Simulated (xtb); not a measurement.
HCl, charge +1, doublet, from a rough starting geometry (a state made from the parent by changing its charge; the spin is typed, not shown lowest); GFN2-xTB in xtb.

Here is a job for xtb.
```
$ xtb mol.xyz --gfn 2 --chrg 1 --uhf 1 --opt vtight --json

# file mol.xyz
2

Cl    -0.00571049    -0.00267502     0.69526618
H      0.02347322    -0.02885661    -0.69088469
```

Question: Write the output that xtb gives for this input, abridged.

Answer: 
```
   ID    Z sym.   atoms
    1   17 Cl     1
    2    1 H      2

           -------------------------------------------------
          |                Calculation Setup                |
           -------------------------------------------------

           -------------------------------------------------
          |                 G F N 2 - x T B                 |
           -------------------------------------------------

          ...................................................
          :                      SETUP                      :
          :.................................................:
          :  # basis functions                  11          :
          :  # atomic orbitals                  10          :
          :  # shells                            4          :
          :  # electrons                         7          :
          :  max. iterations                   250          :
          :  Hamiltonian                  GFN2-xTB          :
          :  restarted?                      false          :
          :  GBSA solvation                  false          :
          :  PC potential                    false          :
          :  electronic temp.          300.0000000     K    :
          :  accuracy                    1.0000000          :
          :  -> integral cutoff          0.2500000E+02      :
          :  -> integral neglect         0.1000000E-07      :
          :  -> SCF convergence          0.1000000E-05 Eh   :
          :  -> wf. convergence          0.1000000E-03 e    :
          :  Broyden damping             0.4000000          :
          :  net charge                          1          :
          :  unpaired electrons                  1          :
          ...................................................

 iter      E             dE          RMSdq      gap      omega  full diag
   1     -4.4338824 -0.443388E+01  0.468E+00    8.33       0.0  T
   2     -4.4371192 -0.323678E-02  0.301E+00    8.75       1.0  T
   3     -4.4377343 -0.615096E-03  0.834E-01    9.09       1.0  T
   4     -4.4379767 -0.242396E-03  0.414E-01    9.03       1.0  T
   5     -4.4381279 -0.151224E-03  0.126E-01    9.14       1.0  T
   6     -4.4381279  0.700754E-08  0.246E-02    9.14       2.9  T
   7     -4.4381279 -0.567630E-07  0.830E-04    9.14      85.2  T
   8     -4.4381279 -0.558400E-09  0.117E-04    9.14     606.8  T

   *** convergence criteria satisfied after 8 iterations ***

         :::::::::::::::::::::::::::::::::::::::::::::::::::::
         ::                     SUMMARY                     ::
         :::::::::::::::::::::::::::::::::::::::::::::::::::::
         :: total energy              -4.435484586063 Eh    ::
         :: gradient norm              0.020435658347 Eh/a0 ::
         :: HOMO-LUMO gap              9.143457245085 eV    ::
         ::.................................................::
         :: SCC energy                -4.438127940193 Eh    ::
         :: -> isotropic ES            0.171886417882 Eh    ::
         :: -> anisotropic ES         -0.012677206209 Eh    ::
         :: -> anisotropic XC         -0.004062273165 Eh    ::
         :: -> dispersion             -0.000066784841 Eh    ::
         :: repulsion energy           0.002643354130 Eh    ::
         :: add. restraining           0.000000000000 Eh    ::
         :: total charge               1.000000000000 e     ::
         :::::::::::::::::::::::::::::::::::::::::::::::::::::

      -----------------------------------------------------------
     |                   =====================                   |
     |                        A N C O P T                        |
     |                   =====================                   |
     |               Approximate Normal Coordinate               |
     |                Rational Function Optimizer                |
      -----------------------------------------------------------
[...]
 * total energy  :    -4.4354846 Eh     change       -0.2227551E-11 Eh
 * total energy  :    -4.4359964 Eh     change       -0.5118183E-03 Eh
 * total energy  :    -4.4362754 Eh     change       -0.2790226E-03 Eh
 * total energy  :    -4.4362841 Eh     change       -0.8650512E-05 Eh
 * total energy  :    -4.4362841 Eh     change       -0.6213885E-07 Eh
   *** GEOMETRY OPTIMIZATION CONVERGED AFTER 5 ITERATIONS ***
[...]
         ::                     SUMMARY                     ::
         :::::::::::::::::::::::::::::::::::::::::::::::::::::
         :: total energy              -4.436284139808 Eh    ::
         :: gradient norm              0.000108346876 Eh/a0 ::
         :: HOMO-LUMO gap              9.694891122486 eV    ::
         ::.................................................::
         :: SCC energy                -4.440710608196 Eh    ::
         :: -> isotropic ES            0.172917573772 Eh    ::
         :: -> anisotropic ES         -0.011326983372 Eh    ::
         :: -> anisotropic XC         -0.003174908987 Eh    ::
         :: -> dispersion             -0.000067045256 Eh    ::
         :: repulsion energy           0.004426468388 Eh    ::
         :: add. restraining           0.000000000000 Eh    ::
         :: total charge               1.000000000000 e     ::
         :::::::::::::::::::::::::::::::::::::::::::::::::::::

           -------------------------------------------------
          |                Property Printout                |
           -------------------------------------------------

    * Orbital Energies and Occupations

         #    Occupation            Energy/Eh            Energy/eV
      -------------------------------------------------------------
         1        2.0000           -1.3616155             -37.0514
         2        2.0000           -0.8760064             -23.8373
         3        1.5000           -0.8090144             -22.0144
         4        1.5000           -0.8090144             -22.0144 (HOMO)
         5                         -0.4527337             -12.3195 (LUMO)
         6                         -0.3414007              -9.2900
         7                         -0.3414007              -9.2900
         8                         -0.3352778              -9.1234
         9                         -0.3352778              -9.1234
        10                         -0.1754842              -4.7752
      -------------------------------------------------------------
                  HL-Gap            0.3562807 Eh            9.6949 eV
             Fermi-level           -0.7199442 Eh          -19.5907 eV

     #   Z          covCN         q      C6AA      α(0)
     1  17 Cl       0.841     0.525    84.779    14.086
     2   1 H        0.841     0.475     0.365     0.947

 Mol. C6AA /au·bohr⁶  :         96.257261
 Mol. C8AA /au·bohr⁸  :       3791.269706
 Mol. α(0) /au        :         15.032611

Wiberg/Mayer (AO) data.
largest (>0.10) Wiberg bond orders for each atom

 ---------------------------------------------------------------------------
     #   Z sym  total        # sym  WBO       # sym  WBO       # sym  WBO
 ---------------------------------------------------------------------------
     1  17 Cl   0.774 --     2 H    0.774
     2   1 H    0.774 --     1 Cl   0.774
 ---------------------------------------------------------------------------

Topologies differ in total number of bonds
Writing topology from bond orders to xtbtopo.mol

molecular dipole:
                 x           y           z       tot (Debye)
 q only:        0.015      -0.029       0.066
   full:        0.009      -0.023       0.367       0.935
molecular quadrupole (traceless):
                xx          xy          yy          xz          yz          zz
 q only:       -0.790      -0.002      -0.789      -0.048       0.042       1.579
  q+dip:       -1.430      -0.002      -1.430      -0.081       0.065       2.860
   full:       -1.265      -0.002      -1.265      -0.071       0.055       2.530

optimized geometry written to: xtbopt.xyz

           -------------------------------------------------
          | TOTAL ENERGY               -4.436284139808 Eh   |
          | GRADIENT NORM               0.000108346876 Eh/α |
          | HOMO-LUMO GAP               9.694891122486 eV   |
           -------------------------------------------------

normal termination of xtb
```
